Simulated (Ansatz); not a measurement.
Name a neutral molecule of C, Ge, O, S and H with HOMO–LUMO gap (B3LYP/def2-TZVPP) between 7.20 and 7.50 eV and LUMO energy (ωB97M-V/def2-TZVPP) between 1.80 and 2.10 eV (Ansatz, PBE0-D4/def2-TZVP geometry).

`C[O][GeH2][SH]` (7.21 eV, 2.07 eV). Other molecules can fit too; these were computed, each in one conformer that needn't be the lowest.

B3LYP here is the variant with VWN-RPA as its local correlation; programs differ in this.
